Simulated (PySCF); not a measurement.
AlCl₄, charge -1.

```xyz
5

Cl    -1.2592     1.2592    -1.2592
Al     0.0000     0.0000     0.0000
Cl     1.2592     1.2592     1.2592
Cl     1.2592    -1.2592    -1.2592
Cl    -1.2592    -1.2592     1.2592
```
Charge -1, spin multiplicity 1.

The structure is a stationary point at B3LYP-D3(BJ)/def2-SVPD.

Calculation: PBE/pcSseg-1 (PySCF). Non-relativistic, no solvent.

Task: Give the absolute GIAO shielding of each atom: isotropic value and principal components (ppm). (Estimate from the structure and the level; the computed values follow.)

Result: 
```
atom  σ(iso)    σ11    σ22     σ33   span
----  ------  -----  -----  ------  -----
Cl1    907.2  837.6  837.6  1046.3  208.6
Al2    443.1  443.1  443.1   443.1    0.0
Cl3    907.2  837.6  837.6  1046.3  208.6
Cl4    907.2  837.6  837.6  1046.3  208.6
Cl5    907.2  837.6  837.6  1046.3  208.6
```
